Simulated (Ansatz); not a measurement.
Computed with Ansatz on PBE0-D4/def2-TZVP structures; ΔE is electronic, products minus reactants. CCSD(T)/CBS adds triple-zeta CCSD(T) − MP2 to the extrapolated MP2 energy (def2 sets, frozen cores). For Br, Ge outer-core shells are correlated without core-valence functions, which leaves a few kJ/mol of doubt a bond. Scalar relativity is left out up to krypton. Each species was taken in one conformer, which may not be the lowest.

Consider the redistribution: `CO[SiH](O)Br` + `C[NH][Ge]([O]C)([O]C)[O]C` → `CN[SiH](O)Br` + `C[O][Ge]([O]C)([O]C)[O]C`.

```tsv
species	MP2/CBS(def2) energy (Eh)
`CO[SiH](O)Br`	-3053.88098
`C[NH][Ge]([O]C)([O]C)[O]C`	-2516.29383
`CN[SiH](O)Br`	-3033.99387
`C[O][Ge]([O]C)([O]C)[O]C`	-2536.17080
```

Work out ΔE.

ΔE = (-3033.99387) + (-2536.17080) − (-3053.88098) − (-2516.29383) = 0.01014 Eh = +26.6 kJ/mol. CCSD(T)/CBS gives +25.8 kJ/mol.

Largest T1 diagnostic among the species: 0.012.
